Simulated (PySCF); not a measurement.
Geometry (Å), atoms numbered from 1 in this order:
```xyz
15

C    -2.512    0.305   -0.378
C    -1.504   -0.055    0.701
O    -0.211   -0.064    0.153
Si    1.198   -0.520    0.792
F     1.381    0.263    2.203
Si    2.715    0.179   -0.767
H    -2.478   -0.431   -1.178
H    -3.513    0.330    0.043
H    -2.276    1.281   -0.796
H    -1.730   -1.041    1.121
H    -1.536    0.676    1.517
H     1.148   -1.893    1.299
H     2.609   -0.577   -2.019
H     2.632    1.601   -1.122
H     4.072   -0.046   -0.257
```

Geometry: GFN2-xTB; GIAO shifts from PySCF, gas phase, non-relativistic, averaged over equivalent atoms.

At KT2/6-311+G(2d,p) (232 basis functions, 37 s wall time on 1 thread of an Arm Neoverse V2, shared host):
| atoms | δ (ppm) |
| --- | --- |
| C2 | 64.5 |
| C1 | 19.5 |
| O3 | 97.3 |
| Si4 | -1.4 |
| Si6 | -128.7 |
| F5 | -178.9 |
| H12 | 6.26 |
| H11 | 4.59 |
| H10 | 4.22 |
| H13/H14/H15 | 3.59 |
| H7/H8/H9 | 1.26 |

δ = σ(ref) − σ, references computed at the same level: TMS for $^{13}$C (σ = 190.97 ppm), $^{29}$Si (σ = 351.97 ppm), $^{1}$H (σ = 31.98 ppm); $^{17}$O (σ = 327.24 ppm) against H2O; CFCl3 for $^{19}$F (σ = 133.01 ppm).

**Question.** Estimate the result of repeating the calculation with HCTH407/aug-pcSseg-1.

**Answer.** 
| atoms | δ at HCTH407/aug-pcSseg-1 | change |
| --- | --- | --- |
| C2 | 66.8 | +2.3 |
| C1 | 21.3 | +1.8 |
| O3 | 90.7 | -6.6 |
| Si4 | -10.2 | -8.8 |
| Si6 | -126.9 | +1.8 |
| F5 | -178.5 | +0.4 |
| H12 | 5.90 | -0.36 |
| H11 | 4.53 | -0.06 |
| H10 | 4.14 | -0.08 |
| H13/H14/H15 | 3.30 | -0.29 |
| H7/H8/H9 | 1.35 | +0.09 |

Referencing at the same level of theory: TMS for $^{13}$C (σ = 184.07 ppm), $^{29}$Si (σ = 342.88 ppm), $^{1}$H (σ = 31.65 ppm); $^{17}$O (σ = 323.42 ppm) against H2O; CFCl3 for $^{19}$F (σ = 144.83 ppm).

The largest change is at Si4 (silicon bonded to F, O, Si, H). Cost: 251 basis functions, 39 s wall time on 1 thread of an Arm Neoverse V2, shared host.

Unscaled 19F shifts against computed CFCl3 carry errors that often reach 10 to 50 ppm. Experimental scales use liquid or dissolved standards, which lie at an offset from isolated H2O (liquid H2O: subtract about 36 ppm).
